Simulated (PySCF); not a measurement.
CaF2, triplet, at the geometry of the source list (a higher spin typed on purpose: for a closed-shell molecule this is an excited state); PBE/cc-pVDZ in PySCF.

Here is a job for PySCF.
```python
from pyscf import gto, scf, dft

mol = gto.Mole()
mol.atom = '''
    Ca    0.721300    0.067100   -0.115600
    F    -0.625600    1.108500   -0.934600
    F    -0.095700   -1.175600    1.050200
'''
mol.basis = 'cc-pvdz'
mol.charge = 0
mol.spin = 2
mol.verbose = 4
mol.build()

mf = dft.UKS(mol)
mf.xc = 'pbe'
mf.kernel()
```

The log (banner, timings and long lists left out):

```
PySCF version 2.14.0

[INPUT] verbose = 4
[INPUT] num. atoms = 3
[INPUT] num. electrons = 38
[INPUT] charge = 0
[INPUT] spin (= nelec alpha-beta = 2S) = 2
[INPUT] symmetry False subgroup None
[INPUT] Mole.unit = angstrom
[INPUT] Symbol           X                Y                Z      unit          X                Y                Z       unit  Magmom
[INPUT]  1 Ca     0.721300000000   0.067100000000  -0.115600000000 AA    1.363059453649   0.126800622958  -0.218452340000 Bohr   0.0
[INPUT]  2 F     -0.625600000000   1.108500000000  -0.934600000000 AA   -1.182212663528   2.094761409080  -1.766138036019 Bohr   0.0
[INPUT]  3 F     -0.095700000000  -1.175600000000   1.050200000000 AA   -0.180846790121  -2.221562032039   1.984590376018 Bohr   0.0

nuclear repulsion = 114.77600984315
number of shells = 16
number of NR pGTOs = 124
number of NR cGTOs = 55
basis = cc-pvdz
ecp = {}

******** <class 'pyscf.dft.uks.UKS'> ********
method = UKS
initial guess = minao
damping factor = 0
level_shift factor = 0
DIIS = <class 'pyscf.scf.diis.CDIIS'>
diis_start_cycle = 1
diis_space = 8
diis_damp = 0
SCF conv_tol = 1e-09
SCF conv_tol_grad = None
SCF max_cycles = 50
direct_scf = True
direct_scf_tol = 1e-13
number electrons alpha = 20  beta = 18
XC library pyscf.dft.libxc version 7.1.2
    S. Lehtola, C. Steigemann, M. J. T. Oliveira, and M. A. L. Marques,  SoftwareX 7, 1–5 (2018)
XC functionals = pbe
    J. P. Perdew, K. Burke, and M. Ernzerhof,  Phys. Rev. Lett. 77, 3865 (1996)
    J. P. Perdew, K. Burke, and M. Ernzerhof,  Phys. Rev. Lett. 78, 1396 (1997)
    J. P. Perdew, K. Burke, and M. Ernzerhof,  Phys. Rev. Lett. 77, 3865 (1996)
    J. P. Perdew, K. Burke, and M. Ernzerhof,  Phys. Rev. Lett. 78, 1396 (1997)
radial grids:
    Treutler-Ahlrichs [JCP 102, 346 (1995); DOI:10.1063/1.469408] (M4) radial grids

becke partition: Becke, JCP 88, 2547 (1988); DOI:10.1063/1.454033
pruning grids: <function nwchem_prune>
grids dens level: 3
symmetrized grids: False
atomic radii adjust function: <function treutler_atomic_radii_adjust>
small_rho_cutoff = 0
Set gradient conv threshold to 3.16228e-05
tot grids = 48952
init E= -876.874759076879

cycle= 1 E= -876.775542137334  delta_E= 0.0992  |g|= 0.325  |ddm|= 1.18

cycle= 2 E= -876.685126317253  delta_E= 0.0904  |g|= 0.61  |ddm|= 0.603

cycle= 3 E= -876.787985571726  delta_E= -0.103  |g|= 0.226  |ddm|= 0.445

cycle= 4 E= -876.744394946365  delta_E= 0.0436  |g|= 0.357  |ddm|= 0.505

cycle= 5 E= -876.813836403852  delta_E= -0.0694  |g|= 0.0473  |ddm|= 0.37

cycle= 6 E= -876.813778638132  delta_E= 5.78e-05  |g|= 0.0483  |ddm|= 0.0122

cycle= 7 E= -876.814249826443  delta_E= -0.000471  |g|= 0.0375  |ddm|= 0.00983

cycle= 8 E= -876.814668654551  delta_E= -0.000419  |g|= 0.0239  |ddm|= 0.012

cycle= 9 E= -876.814922757472  delta_E= -0.000254  |g|= 0.00783  |ddm|= 0.0135

cycle= 10 E= -876.814953464623  delta_E= -3.07e-05  |g|= 0.000626  |ddm|= 0.00723

cycle= 11 E= -876.814953614044  delta_E= -1.49e-07  |g|= 0.000419  |ddm|= 0.00129

cycle= 12 E= -876.814953685751  delta_E= -7.17e-08  |g|= 0.00023  |ddm|= 0.00094

cycle= 13 E= -876.814953713508  delta_E= -2.78e-08  |g|= 1.26e-05  |ddm|= 0.000363

cycle= 14 E= -876.814953713622  delta_E= -1.14e-10  |g|= 8.31e-06  |ddm|= 5.02e-05

Extra cycle  E= -876.814953697978  delta_E= 1.56e-08  |g|= 0.000176  |ddm|= 0.000156
SCF not converged.
SCF energy = -876.814953697978 after 50 cycles  <S^2> = 2.0026532  2S+1 = 3.0017683
```

Convergence was not reached.
